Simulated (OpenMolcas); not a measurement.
# Ionisation energies of neon

- Program: OpenMolcas
- Basis: ANO-R2 [4s4p2d1f]
- Scalar Hamiltonian: X2C, finite nucleus
- Spin-orbit coupling: RASSI with atomic mean-field integrals over the reference wave functions, term energies averaged over their components

Active shells in each charge state: the valence s, p shells, with orbitals averaged over the low states. Where CASPT2's correlated closed shells are named, they are those of the first ion.

A. CASSCF
B. SS-CASPT2, IPEA 0.25 Eh, imaginary shift 0.1 Eh (closed shells correlated: 1s)
C. SS-CASPT2, IPEA 0.25 Eh, imaginary shift 0.1 Eh (closed shells correlated: none)
D. SS-CASPT2, IPEA 0 Eh, imaginary shift 0.1 Eh (closed shells correlated: 1s)

Energies in eV between the lowest computed levels, named as in B; reference values from the NIST Atomic Spectra Database with their kind.

```csv
From,To,A,B,C,D,Spin-orbit share in B,Reference
Ne4+ 2s2 2p2 3P0,Ne5+ 2s2 2p 2P* 1/2,124.948,125.990,125.946,126.024,-0.010,126.247 (measured)
Ne5+ 2s2 2p 2P* 1/2,Ne6+ 2s2 1S0,156.497,157.537,157.485,157.567,+0.102,157.934 (measured)
Ne6+ 2s2 1S0,Ne7+ 2s 2S 1/2,207.115,207.159,207.172,207.160,+0.000,207.271 (measured)
Ne7+ 2s 2S 1/2,Ne8+ 1s2 1S0,238.959,239.013,238.959,239.013,+0.000,239.097 (semi-empirical)
```

Steps that some method lacks are left out, and so are those with a state whose active s or d shell is doubly occupied in every root (s and p with five to eight electrons, d10) over a frozen core shell of the same l, since the two then mix freely.

Error against the reference values, in %:

```csv
From,Reference,A,B,C,D
Ne4+,measured,-1.0,-0.2,-0.2,-0.2
Ne5+,measured,-0.9,-0.3,-0.3,-0.2
Ne6+,measured,-0.1,-0.1,0,-0.1
Ne7+,semi-empirical,-0.1,0,-0.1,0
```

Mean absolute error over the 3 measured values: A 0.96 eV, B 0.26 eV, C 0.28 eV, D 0.23 eV.

* marks odd parity.
